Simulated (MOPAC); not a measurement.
MOPAC input (PM3):

```
PM3 FORCE THERMO(298,298) PRECISE LET UHF MS=0.5 GEO-OK AUX(PRECISION=9) THREADS=1
F2Ga

Ga    0.35772277 1    0.14112005 1    0.10650584 1
F    -0.71949679 1    0.81917335 1   -1.07108395 1
F    -0.43015541 1   -1.27269895 1    0.72878915 1
```

Problem. Which zero-point energy does it print?

Solution. 3.17 kcal/mol, from the harmonic wavenumbers of PM3.
